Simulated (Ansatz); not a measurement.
Correlation energies of C₃H₉AlS, SMILES `C[C](C)([AlH2])S` by basis set

```xyz
14

C     0.545    1.296   -0.266
C     0.049   -0.147   -0.212
C    -1.381   -0.189    0.323
Al    1.230   -1.198    0.990
S     0.165   -0.941   -1.834
H     1.554    1.372   -0.678
H    -0.112    1.903   -0.904
H     0.542    1.754    0.730
H    -1.786   -1.204    0.344
H    -2.046    0.411   -0.312
H    -1.437    0.227    1.336
H     1.281   -0.718    2.504
H     2.076   -2.437    0.483
H    -0.680   -0.128   -2.505
```

Charge 0, multiplicity 1. Geometry: relaxed with PBE0-D4/def2-TZVP. It is one conformer, not always the lowest. Frozen core, restricted reference, Ansatz. CBS rows extrapolate triple and quadruple zeta; past MP2 they add the triple-zeta difference.

| basis | HF (Eh) | MP2 corr. |
| --- | --- | --- |
| def2-TZVPP | -758.33094 | -0.79496 |
| def2-QZVPP | -758.35508 | -0.84969 |

(1) Estimate the CCSD correlation energy and the (T) correction in each basis where they were run (hartree).

Answers

(1) 
```tsv
basis	CCSD corr.	(T)
def2-TZVPP	-0.85718	-0.03568
CBS(def2)	-0.95244	as TZ
```
